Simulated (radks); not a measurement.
Values are calculated unless marked as measured or tabulated.
Spherical quantum dot in the effective-mass picture: electrons in a well V = -V0 / (1 + exp((r - R)/a)) with V0 = 26.2, R = 2.62, a = 0.31, all in effective atomic units (hartree* = m*/eps^2 hartree, bohr* = eps/m* bohr), one dielectric constant everywhere. Level of theory: non-relativistic Kohn-Sham, PBE, spin-polarised, spherical densities (a radial shooting solver with Libxc functionals). Levels are named by radial order and angular momentum (1s, 1p, 1d, 2s, ...), and open shells are averaged over m. Each electron was tried in the lowest free levels, single moves between levels near the top were tried too, and the lowest total energy was kept; such a search can miss a lower state. At N = 1 the Hartree and exchange-correlation terms need not cancel, so that row can carry a self-interaction error.

| N | open shells | 2S | E (hartree*) | mu = E(N) - E(N-1) (hartree*) | addition energy mu(N+1) - mu(N) (hartree*) | e(HOMO) (hartree*) | rms radius (bohr*) |
|---|---|---|---|---|---|---|---|
| 1 | 1s(up 1, down 0) | 1 | -24.8982 | -24.898 | 0.7903 | -24.597 | 1.132 |
| 2 | none | 0 | -49.0061 | -24.108 | 1.632 | -23.813 | 1.175 |
| 3 | 1p(up 1, down 0) | 1 | -71.4823 | -22.476 | 0.5674 | -22.197 | 1.270 |
| 4 | 1p(up 2, down 0) | 2 | -93.3913 | -21.909 | 0.5828 | -21.618 | 1.322 |
| 5 | 1p(up 3, down 0) | 3 | -114.717 | -21.326 | 0.7571 | -21.033 | 1.359 |
| 6 | 1p(up 3, down 1) | 2 | -135.286 | -20.569 | 0.5423 | -20.302 | 1.390 |
| 7 | 1p(up 3, down 2) | 1 | -155.313 | -20.027 | 0.5570 | -19.749 | 1.414 |
| 8 | none | 0 | -174.783 | -19.470 | 1.663 | -19.190 | 1.436 |
| 9 | 1d(up 1, down 0) | 1 | -192.590 | -17.807 | 0.5208 | -17.547 | 1.467 |
| 10 | 1d(up 2, down 0) | 2 | -209.876 | -17.286 | 0.5231 | -17.025 | 1.493 |
| 11 | 1d(up 3, down 0) | 3 | -226.639 | -16.763 | 0.5235 | -16.501 | 1.515 |
| 12 | 1d(up 4, down 0) | 4 | -242.878 | -16.239 | 0.5230 | -15.978 | 1.535 |
| 13 | 1d(up 5, down 0) | 5 | -258.594 | -15.716 | 0.6717 | -15.455 | 1.553 |
| 14 | 1d(up 5, down 1) | 4 | -273.639 | -15.045 | 0.5028 | -14.794 | 1.570 |
| 15 | 1d(up 5, down 2) | 3 | -288.181 | -14.542 | 0.5054 | -14.290 | 1.585 |
| 16 | 1d(up 5, down 3) | 2 | -302.218 | -14.037 | 0.5063 | -13.783 | 1.599 |
| 17 | 1d(up 5, down 4) | 1 | -315.748 | -13.530 | 0.5063 | -13.277 | 1.612 |
| 18 | none | 0 | -328.772 | -13.024 | 1.416 | -12.771 | 1.624 |
| 19 | 2s(up 1, down 0) | 1 | -340.380 | -11.608 | 0.6877 | -11.324 | 1.628 |
| 20 | none | 0 | -351.300 | -10.920 | 0.6136 | -10.645 | 1.633 |
| 21 | 1f(up 1, down 0) | 1 | -361.606 | -10.306 | 0.4802 | -10.066 | 1.647 |
| 22 | 1f(up 2, down 0) | 2 | -371.432 | -9.8263 | 0.4800 | -9.5862 | 1.660 |
| 23 | 1f(up 3, down 0) | 3 | -380.779 | -9.3463 | 0.4711 | -9.1065 | 1.673 |
| 24 | 2s(up 1, down 0) 1f(up 5, down 0) | 6 | -389.654 | -8.8752 | 0.4629 | -8.6521 | 1.694 |
| 25 | 2s(up 1, down 0) 1f(up 6, down 0) | 7 | -398.066 | -8.4123 | 0.4789 | -8.1727 | 1.705 |
| 26 | 2s(up 1, down 0) 1f(up 7, down 0) | 8 | -406.000 | -7.9334 | 0.5556 | -7.6943 | 1.715 |
| 27 | 1f(up 7, down 0) | 7 | -413.377 | -7.3778 | - | -7.1110 | 1.718 |

All shells are closed at N = 2, 8, 18, 20 (there: 1s2 1p6 1d10 2s2); the second difference of the energy has clear peaks (12 % above both neighbours; the first and last values, which can be the largest, are not judged, and half-filled shells can peak too) at N = 2, 5, 8, 13, 18.
